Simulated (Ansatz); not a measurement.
Wavefunction ladder for CH$_{8}$OSSi$_{2}$ (`O[SiH2]SC[SiH3]`)

Cartesian coordinates in Å:
```
O -0.208 3.159 -0.915
Si -0.254 1.518 -0.897
S -0.514 0.855 1.119
C 0.548 -0.631 1.137
Si -0.278 -2.040 0.210
H 0.361 3.582 -0.268
H -1.375 1.173 -1.797
H 1.009 0.882 -1.367
H 1.533 -0.393 0.728
H 0.684 -0.885 2.190
H 0.587 -3.253 0.204
H -1.577 -2.360 0.851
H -0.516 -1.609 -1.193
```

Total charge 0; spin multiplicity 1. The geometry is a stationary point of PBE0-D4/def2-TZVP. It is one conformer, not always the lowest. Frozen core, restricted reference, the Gaussian-basis code of Ansatz. CBS rows extrapolate triple and quadruple zeta; past MP2 they add the triple-zeta difference.

```json
{"basis": "def2-TZVPP", "HF (Eh)": "?", "MP2 corr.": "-0.84624", "CCSD corr.": "-0.90858", "(T)": "-0.03602", "CCSD(T) total": "?"}
{"basis": "def2-QZVPP", "HF (Eh)": "-1092.97473", "MP2 corr.": "-0.91238", "CCSD corr.": "–", "(T)": "–", "CCSD(T) total": "–"}
{"basis": "CBS(def2)", "HF (Eh)": "?", "MP2 corr.": "?", "CCSD corr.": "?", "(T)": "as TZ", "CCSD(T) total": "?"}
```

(1) Fill in the withheld values. (An estimate is asked.)

## Answers

(1) The calculation gave: def2-TZVPP HF (Eh): -1092.93943; def2-TZVPP CCSD(T) total: -1093.88403; CBS(def2) HF (Eh): -1092.97959; CBS(def2) MP2 corr.: -0.96138; CBS(def2) CCSD corr.: -1.02371; CBS(def2) CCSD(T) total: -1094.03932.
